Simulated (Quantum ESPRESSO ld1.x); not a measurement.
Task: Mo V, configuration [Kr] 4d2 (the NIST ground configuration). All-electron calculation, Dirac Kohn-Sham, LDA (Slater exchange, VWN5 correlation), spin-unpolarised, spherical densities, point nucleus; open shells are shared between the two j in proportion to 2j + 1. Program: ld1.x of Quantum ESPRESSO 7.5. Some entries of the table are withheld. Estimate them.

orbital,occ.,eigenvalue (hartree),r(max) (bohr)
1s1/2,2,(1),0.023
2s1/2,2,-104.5110,0.130
2p1/2,2,-96.3549,(2)
2p3/2,4,-92.4457,(3)
3s1/2,2,-19.2557,0.385
3p1/2,2,-16.1509,0.370
3p3/2,4,-15.5059,0.379
3d3/2,4,-9.9974,0.321
3d5/2,6,-9.8751,0.323
4s1/2,2,-4.0910,0.983
4p1/2,2,(4),1.04
4p3/2,4,(5),1.06
4d3/2,0.8,-1.7157,1.27
4d5/2,1.2,-1.7036,1.28

Result: 
(1) 1s1/2 eigenvalue (hartree): -728.9057
(2) 2p1/2 r(max) (bohr): 0.101
(3) 2p3/2 r(max) (bohr): 0.105
(4) 4p1/2 eigenvalue (hartree): -3.1827
(5) 4p3/2 eigenvalue (hartree): -3.0830
